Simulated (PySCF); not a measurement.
Compound: C₆H₁₂ClFO.
Structure used (PBE0-D3(BJ)/def2-SVP), in Å, numbered top down from 1:
```xyz
21
C6H12ClFO angstrom
C     -1.8326    1.3562   -0.6398
C     -1.2888    2.7760   -0.6794
C      0.0962    2.9342   -0.0546
C      1.1957    2.2576   -0.8526
O      2.4116    2.4286   -0.1850
C      3.5019    1.8905   -0.8659
C      0.4509    4.3853    0.2167
F     -0.4549    4.9362    1.0597
Cl     0.4918    5.3581   -1.2921
H     -1.2199    0.6554   -1.2270
H     -2.8521    1.3173   -1.0516
H     -1.8773    0.9728    0.3922
H     -1.2584    3.1465   -1.7175
H     -1.9759    3.4463   -0.1399
H      0.0877    2.4721    0.9503
H      1.2390    2.6994   -1.8696
H      0.9651    1.1805   -0.9722
H      3.3963    0.7976   -1.0163
H      3.6406    2.3592   -1.8598
H      4.4021    2.0738   -0.2632
H      1.4533    4.4748    0.6543
```

Computed with PySCF at PBE0/pcSseg-1, non-relativistic, on one gas-phase PBE0-D3(BJ)/def2-SVP geometry that isn't relaxed in the solvent. The solvent is an IEF-PCM continuum (Bondi radii, 1.10 Å for H, scaled by 1.2). The model holds no explicit solvent molecules, cavitation or dispersion.

Gas phase at PBE0/pcSseg-1: HOMO -7.72 eV, LUMO 1.03 eV, dipole 2.97 D.

Q: What does the continuum do to the energy, the frontier levels and the dipole at PBE0/pcSseg-1 in chloroform and dimethylsulfoxide?

A: 
```json
{"solvent": "chloroform", "ε": "4.711", "E(solvent) − E(gas) (kJ/mol)": "-12.72", "polarisation term (kJ/mol)": "-13.80", "distortion of the solute (kJ/mol)": "1.08", "HOMO (eV)": "-7.56", "LUMO (eV)": "0.98", "dipole (D)": "3.49"}
{"solvent": "dimethylsulfoxide", "ε": "46.83", "E(solvent) − E(gas) (kJ/mol)": "-17.64", "polarisation term (kJ/mol)": "-19.84", "distortion of the solute (kJ/mol)": "2.20", "HOMO (eV)": "-7.52", "LUMO (eV)": "0.95", "dipole (D)": "3.72"}
```

Polarisation term: ½ Σ q·V over the induced surface charges. Distortion: the rise of the solute's own energy as its density leaves the gas-phase optimum. From chloroform to dimethylsulfoxide the lowering changes by a factor 1.39, Onsager's factor (ε − 1)/(2ε + 1) by 1.36 and ε itself by 9.9.

Q: Which radius a makes the point-dipole formula ΔE = −[(ε − 1)/(2ε + 1)]·μ²/a³ give the value in dimethylsulfoxide, with the gas-phase dipole?

A: μ = 1.168 au and |ΔE| = 0.00672 Eh give a = 2.44 Å; the farthest nucleus lies 3.94 Å from the centroid of the nuclei, so such a sphere wouldn't even hold the nuclei. The formula assumes a rigid point dipole at the centre of a sphere.

Q: Give the dipole vector in the frame of the coordinates (D, pointing from negative to positive charge), gas and dimethylsulfoxide.

A: Gas (0.87, -2.76, -0.67), solvent (1.02, -3.48, -0.80). Its length changes by +25 % and its direction by 1°.

Q: Which ESP-fitted charges (PBE0/pcSseg-1) respond most in chloroform (means over atoms taken as equivalent)?

A: 
```json
{"atoms": "O5", "environment": "ether oxygen", "gas (e)": "-0.298", "solvent (e)": "-0.323", "change": "-0.025"}
{"atoms": "Cl9", "environment": "chlorine on a fluorinated carbon", "gas (e)": "-0.102", "solvent (e)": "-0.124", "change": "-0.022"}
{"atoms": "C3", "environment": "sp3 CH carbon", "gas (e)": "+0.013", "solvent (e)": "+0.031", "change": "+0.018"}
{"atoms": "H17", "environment": "methylene hydrogen", "gas (e)": "+0.104", "solvent (e)": "+0.117", "change": "+0.013"}
{"atoms": "F8", "environment": "alkyl fluorine", "gas (e)": "-0.116", "solvent (e)": "-0.128", "change": "-0.012"}
{"atoms": "C1", "environment": "methyl carbon", "gas (e)": "-0.327", "solvent (e)": "-0.337", "change": "-0.010"}
{"atoms": "H21", "environment": "methine hydrogen", "gas (e)": "+0.233", "solvent (e)": "+0.243", "change": "+0.010"}
{"atoms": "H16", "environment": "methylene hydrogen", "gas (e)": "+0.083", "solvent (e)": "+0.091", "change": "+0.008"}
{"atoms": "C4", "environment": "sp3 carbon bound to oxygen", "gas (e)": "-0.037", "solvent (e)": "-0.045", "change": "-0.008"}
{"atoms": "H18/H19/H20", "environment": "methyl hydrogen", "gas (e)": "+0.108", "solvent (e)": "+0.114", "change": "+0.006"}
{"atoms": "H10/H11/H12", "environment": "methyl hydrogen", "gas (e)": "+0.083", "solvent (e)": "+0.087", "change": "+0.004"}
{"atoms": "C6", "environment": "methoxy carbon", "gas (e)": "-0.186", "solvent (e)": "-0.190", "change": "-0.004"}
```

Q: Which Mayer bond orders change most in chloroform?

A: 
```
  bond  length (Å)    gas  solvent  change
C7–Cl9       1.796  0.986    0.973  -0.013
 C7–F8       1.355  0.929    0.921  -0.008
 O5–C6       1.394  0.936    0.929  -0.007
 C4–O5       1.398  0.913    0.908  -0.005
 C1–C2       1.521  1.063    1.066  +0.003
C3–H15       1.106  0.917    0.914  -0.003
C7–H21       1.097  0.930    0.928  -0.002
 C3–C7       1.518  1.015    1.016  +0.001
```
